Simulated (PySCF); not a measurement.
## A survey of ¹⁹F NMR shifts

All values are calculated (PySCF 2.14.0 with density-fitted response routines): shielding tensors at PBE0/pcSseg-1 (GIAO), GFN2-xTB structure. No relativistic terms, equivalent nuclei averaged, isolated molecule, one computed conformer.

Shieldings were converted by a linear fit to measured shifts: ¹⁹F (scatter 6.0 ppm rms, 7.0 ppm with the 5 outliers that the fit left out vs CFCl3, solution or neat liquid, with a term for F on sp3 carbon). A few per cent of atoms miss by over 2 rms, more outside the fitted compound classes.

Q: Give the ¹⁹F shifts of `F[C@]1([SiH3])CCCSC1`, `CO[C@@H]1[SiH2][C@]1(F)C(F)F`, `CC(F)(F)OC=C=O`, `F/C=C(\F)C#CCF`, `C[C@@H](F)[Si@@H](C=O)C(F)F`, `O=C(CC([SiH3])[SiH3])C(F)(F)F`.

A: 
| compound | environment | δ (ppm) |
| --- | --- | --- |
| F[C@]1([SiH3])CCCSC1 | fluorine on an sp3 carbon | -184.8 |
| [CH3:1][O:2][C@@H:3]1[SiH2:4][C@:5]1([F:6])[CH:7]([F:8])[F:9] | F9: fluorine of a CF2 group | -118.5 |
| [CH3:1][O:2][C@@H:3]1[SiH2:4][C@:5]1([F:6])[CH:7]([F:8])[F:9] | F8: fluorine of a CF2 group | -120.1 |
| [CH3:1][O:2][C@@H:3]1[SiH2:4][C@:5]1([F:6])[CH:7]([F:8])[F:9] | F6: fluorine on an sp3 carbon | -201.5 |
| CC(F)(F)OC=C=O | fluorine of a CF2 group (×2) | -73.4 |
| [F:1]/[CH:2]=[C:3](\[F:4])[C:5]#[C:6][CH2:7][F:8] | F1: vinylic fluorine | -137.3 |
| [F:1]/[CH:2]=[C:3](\[F:4])[C:5]#[C:6][CH2:7][F:8] | F4: vinylic fluorine | -141.9 |
| [F:1]/[CH:2]=[C:3](\[F:4])[C:5]#[C:6][CH2:7][F:8] | F8: fluorine on an sp3 carbon | -221.5 |
| [CH3:1][C@@H:2]([F:3])[Si@@H:4]([CH:5]=[O:6])[CH:7]([F:8])[F:9] | F9: fluorine of a CF2 group | -132.1 |
| [CH3:1][C@@H:2]([F:3])[Si@@H:4]([CH:5]=[O:6])[CH:7]([F:8])[F:9] | F8: fluorine of a CF2 group | -133.2 |
| [CH3:1][C@@H:2]([F:3])[Si@@H:4]([CH:5]=[O:6])[CH:7]([F:8])[F:9] | F3: fluorine on an sp3 carbon | -214.6 |
| O=C(CC([SiH3])[SiH3])C(F)(F)F | fluorine of a CF3 group (×3) | -78.3 |
